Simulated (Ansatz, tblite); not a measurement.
Cost and result up the ladder for [B(OH)4]- (BO₄H₄⁻) (9 atoms). Total charge -1; singlet. Geometry: r2SCAN-D4/def2-SVPD.

Cartesian coordinates in Å:
```
B -0.0014 -0.0011 0.0011
O 0.3204 0.2593 -1.4235
H 0.7390 1.1254 -1.4497
O -0.9971 -1.1001 0.0257
H -1.6020 -0.9304 -0.7032
O -0.4798 1.2786 0.5781
H -0.4219 1.1806 1.5337
O 1.1516 -0.4417 0.8232
H 1.2912 -1.3707 0.6147
```

Ansatz on 4 threads of Arm Neoverse V1 on a shared host; xTB runs through tblite on one thread. Times are rough, summed over both states, and most runs start from the orbitals of an earlier one. PBE0-D4/def2-TZVPD serves as the yardstick here, not as an exact answer. The other state is a doublet.

The xTB rows come from tblite. HOMO above LUMO, or a gap near zero within one spin, warns that the state may not be the lowest or that an electron is smeared out.

Raw xTB energies of ions are shifted by several eV.

```json
{"level": "PBE-D4/def2-TZVPD", "functions": "233", "vertical IE (eV)": "3.81", "difference from PBE0-D4/def2-TZVPD (eV)": "-0.62", "remarks": "gap within one spin near zero (doublet)"}
{"level": "GFN2-xTB", "functions": "24", "vertical IE (eV)": "8.70", "difference from PBE0-D4/def2-TZVPD (eV)": "4.27", "remarks": "–"}
{"level": "GFN1-xTB", "functions": "28", "vertical IE (eV)": "9.83", "difference from PBE0-D4/def2-TZVPD (eV)": "5.40", "remarks": "–"}
{"level": "PBE0-D4/def2-TZVPD (with forces)", "functions": "233", "vertical IE (eV)": "4.43", "difference from PBE0-D4/def2-TZVPD (eV)": "0.00", "remarks": "–"}
{"level": "r2SCAN-D4/def2-TZVPD", "functions": "233", "vertical IE (eV)": "4.01", "difference from PBE0-D4/def2-TZVPD (eV)": "-0.42", "remarks": "gap within one spin near zero (doublet)"}
```

Question: Estimate how long each takes.

Answer: GFN2-xTB 0.006 s; GFN1-xTB 0.008 s; PBE-D4/def2-TZVPD 5.3 s; PBE0-D4/def2-TZVPD (with forces) 9.4 s; r2SCAN-D4/def2-TZVPD 11 s. On shared hardware such times vary by a factor of up to 3.
